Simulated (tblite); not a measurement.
C6H14N (charge +1).
SMILES with atom numbers: `[CH3:1][CH:2]1[CH2:3][CH2:4][NH2+:5][CH2:6][CH2:7]1` (hydrogens: H8, H9, H10 on C1; H11 on C2; H12, H13 on C3; H14, H15 on C4; H16, H17 on N5; H18, H19 on C6; H20, H21 on C7)

Computed with GFN2-xTB (tblite), gas phase: Langevin dynamics at 200 K from the optimised GFN2-xTB geometry, time step 0.5 fs, friction 0.01 fs⁻¹, 2000 steps. The instantaneous temperature is 2·E(kin)/(3Nk) with all 3N coordinates.

```tsv
t (fs)	T (K)	E(pot) above start (eV)	C1–C2 (Å)	C2–C3 (Å)	C3–C4 (Å)	C4–N5 (Å)	N5–C6 (Å)	C1–H8 (Å)
0	157	0.000	1.524	1.532	1.522	1.489	1.489	1.086
50	151	0.455	1.524	1.552	1.535	1.471	1.440	1.078
100	211	0.289	1.534	1.516	1.537	1.479	1.507	1.112
150	178	0.470	1.485	1.546	1.527	1.535	1.478	1.062
200	153	0.650	1.563	1.476	1.542	1.494	1.483	1.101
250	183	0.551	1.568	1.546	1.531	1.449	1.454	1.092
300	176	0.651	1.510	1.546	1.543	1.523	1.474	1.089
350	210	0.418	1.516	1.593	1.529	1.498	1.474	1.098
400	193	0.436	1.559	1.516	1.520	1.482	1.473	1.093
450	181	0.400	1.497	1.526	1.515	1.498	1.462	1.099
500	164	0.426	1.570	1.553	1.516	1.495	1.475	1.076
550	154	0.394	1.514	1.538	1.502	1.490	1.505	1.097
600	183	0.435	1.509	1.567	1.518	1.489	1.469	1.092
650	231	0.375	1.576	1.547	1.512	1.518	1.500	1.069
700	219	0.616	1.534	1.521	1.536	1.487	1.484	1.129
750	276	0.468	1.499	1.519	1.560	1.518	1.462	1.066
800	212	0.601	1.529	1.504	1.463	1.457	1.494	1.089
850	216	0.556	1.529	1.571	1.559	1.474	1.517	1.088
900	208	0.530	1.515	1.520	1.500	1.527	1.525	1.088
950	139	0.553	1.525	1.501	1.530	1.498	1.441	1.101
1000	179	0.536	1.500	1.523	1.512	1.519	1.528	1.076
```

Question: From 500 fs on, how do temperature and potential energy compare with equipartition?

Answer: The mean temperature of these 11 frames is 198 K against the target 200 K, and the mean potential energy 0.50 eV against 57 × kT/2 = 0.49 eV for 57 classical harmonic modes. For 21 atoms in a canonical ensemble the temperature itself scatters by T·√(2/(3N)) = 36 K; here its standard deviation is 37 K. The whole run lasts only 10 friction times of 100 fs, so these averages carry a wide statistical error.

Question: What are the kinetic and total energies of the listed frame with the highest potential energy?

Answer: The one at 300 fs, 0.651 eV above the start. Its kinetic energy is 3NkT/2 = 0.477 eV at 176 K, so the sum is 1.13 eV; over the listed frames the sum runs from 0.43 to 1.22 eV, since the thermostat adds and removes energy.

Question: How much do the listed bonds fluctuate from 500 fs on?

Answer: 
```tsv
bond	at the start (Å)	mean (Å)	standard deviation (Å)
C1–C2	1.524	1.527	0.024
C2–C3	1.532	1.533	0.023
C3–C4	1.522	1.519	0.026
C4–N5	1.489	1.498	0.021
N5–C6	1.489	1.491	0.026
C1–H8	1.086	1.088	0.017
```

The motion is classical and holds no zero-point motion.

What follows is the cost of the whole dynamics run. On one thread, Intel Xeon Platinum 8375C at 2.90 GHz (x86_64), shared host with 128 logical CPUs at a one-minute load of 27, this took 12 s and 0.18 GiB of memory at its peak.
